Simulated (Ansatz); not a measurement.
Ansatz (a first-principles code) input (B3LYP/3-21G): The .json file is the Basis Set Exchange's 3-21G.

Ansatz 0.2 input:
```yaml
crystal:
  periodic: [false, false, false]
  atoms:
    - {symbol: Be, position_ang: [-0.00000000, -0.00000000, -0.95051621]}
    - {symbol: F, position_ang: [0.00000000, 0.00000000, 0.42245165]}
basis:
  gaussian:
    orbitals: 3-21G.json
hamiltonian:
  xc: {name: B3LYP}
total_charge: -1
```

Output:

```
WARN ansatz: RAYON_NUM_THREADS=1 ignored (pool sized by the plan → 1); use --threads N
Functional definition: B3LYP
integrals: 0.00 GiB planned
208 factors; integrals over basis functions are off by at most 2.5e-4 eV
mean field: 0.05 GiB planned
mean field evaluation 1: about -3069.0853 eV, gradient 1.3e2 eV
mean field evaluation 2: about -3058.0167 eV, gradient 1.7e2 eV
mean field evaluation 4: about -3102.0354 eV, gradient 2.3e0 eV
mean field evaluation 8: about -3102.0295 eV, gradient 5.5e-2 eV
mean field -3102.02948256 eV, -113.9974808529 hartree, gradient 2.9e-5 eV, S^2 0.000000; 0 other end points of the search recorded, 0 dependent functions left out
reference -3102.02962574 eV, -113.9974861146 hartree; 7, 7 occupied and 11, 11 virtual orbitals, 208 factors
Total energy: -3102.02962574 eV, -113.9974861146 hartree
```

The dipole moment of an ion depends on the origin.
